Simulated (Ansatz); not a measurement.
A geometry relaxed with Ansatz (a program for electronic structure) with B3LYP-D3(BJ)/def2-TZVP, charge 0, multiplicity 1:

```xyz
9

O     -0.1358     1.0702    -0.8778
O      0.7716    -1.0433    -0.5003
H     -1.1706    -1.3625     0.6665
O      0.6393     0.4774     1.1381
H      0.2318     1.3220     1.3677
O     -1.2733    -0.5039     0.2371
C      0.0005     0.0001    -0.0007
H      1.6954    -0.7648    -0.4649
H     -0.7589     0.8046    -1.5658
```

**Question.** Write the SMILES of this molecule.

**Answer.** `OC(O)(O)O`
